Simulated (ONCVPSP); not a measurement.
**Before and after: ONCV potential for ruthenium (Ru)**

- Element: ruthenium
- Generator: ONCVPSP 4.0.1
- Type: optimised norm-conserving Vanderbilt (ONCV)
- Functional: PBE
- Relativity: scalar-relativistic
- Frozen core: [Ar] 3d10 4s2
- Valence charge: 14
- Reference configuration: 4p6 4d7.5 5s0.5
- Partial waves: 5s: rc 2.30 bohr, ncon 4, nbas 8, qcut 2.5 1/bohr, 2 projectors, debl 2 Ha; 4p: rc 1.25 bohr, ncon 3, nbas 6, qcut 6.3 1/bohr, 2 projectors, debl 1.7 Ha; 4d: rc 1.85 bohr, ncon 4, nbas 8, qcut 9.4 1/bohr, 2 projectors, debl 0.7 Ha
- Local potential: polynomial inside 1.15 bohr (lpopt 5, dvloc0 0 Ha)
- Core correction: Teter function, fcfact 3.5, rcfact 1.25

Change: all radii but the core radius scaled by about 1.31 (s 3.02, p 1.64, d 2.42 bohr); local potential polynomial inside 1.50 bohr (lpopt 5, dvloc0 0 Ha).

Cutoffs: the cutoffs (Ha) at which the residual kinetic energy of the hardest occupied pseudo-wave falls to 1 and 0.1 mHa per electron; they do not see the model core or the augmentation charge, which bear on the density cutoff. Errors are all-electron minus pseudo energies relative to the spin-unpolarised reference configuration.

What does the change do?

The potential gets softer (38 Ha and 83 Ha → 22 Ha and 27 Ha); both files keep a bound ghost (s); of the 4 tests that both files solve, the error grows in 1 and shrinks in 3 by more than 15 % and 0.3 meV (median size 9.1 → 2.1 meV). A larger radius leaves more room for a smooth pseudo-wave, so fewer plane waves are needed.

```tsv
quantity	base	changed
cutoff, loose	38 Ha	22 Ha
cutoff, tight	83 Ha	27 Ha
loose cutoff by channel	s 3.0 Ha, p 38 Ha, d 25 Ha	s 2.6 Ha, p 15 Ha, d 22 Ha
bound ghosts	s	s
GHOST(+) flags under 300 eV	none	none
error for 4p6 4d7 5s1, meV [ΔE 0.32 eV]	-4.6	-1.3
error for 4p6 4d7 5s0, meV [ΔE 7.61 eV]	+0.7	-1.5
error for 4p6 4d6 5s0, meV [ΔE 25.80 eV]	+14	+4.9
error for 4p6 4d6 5s1 5p1, meV [ΔE 5.97 eV]	-22	-2.7
rms error of d²Exc/dni dnj with the model core, mHa	1.48	1.44
```

 A true bound ghost makes a file unfit for plane-wave use even where its test errors are small: the radial tests pick states by their node count and pass the ghost by.
